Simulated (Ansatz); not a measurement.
BH5N2O (`NB(N)O`) at its PBE0-D4/def2-TZVP geometry, where that method's forces vanish. Total charge 0; spin multiplicity 1.

```xyz
9

N    -1.0947   -0.3429    0.5041
B     0.0544    0.1237   -0.1931
N     1.3655   -0.1427    0.2681
O    -0.0474    0.8621   -1.3586
H    -2.0355   -0.1692    0.2042
H    -1.0409   -0.8792    1.3498
H     2.1672    0.1917   -0.2330
H     1.5800   -0.6630    1.0966
H    -0.9486    1.0195   -1.6381
```

(1) What forces (eV/Å) does PBE-D4/def2-TZVPP give on these atoms in the Gaussian-basis code of Ansatz? (Best estimate.)

Answers

(1) The calculation gave: 
```
N1   0.031  0.003 -0.005
B2  -0.056 -0.068  0.106
N3  -0.002  0.000 -0.001
O4   0.412  0.203 -0.305
H5  -0.332  0.055 -0.096
H6  -0.002 -0.193  0.304
H7   0.289  0.107 -0.160
H8   0.090 -0.180  0.286
H9  -0.431  0.074 -0.131
```
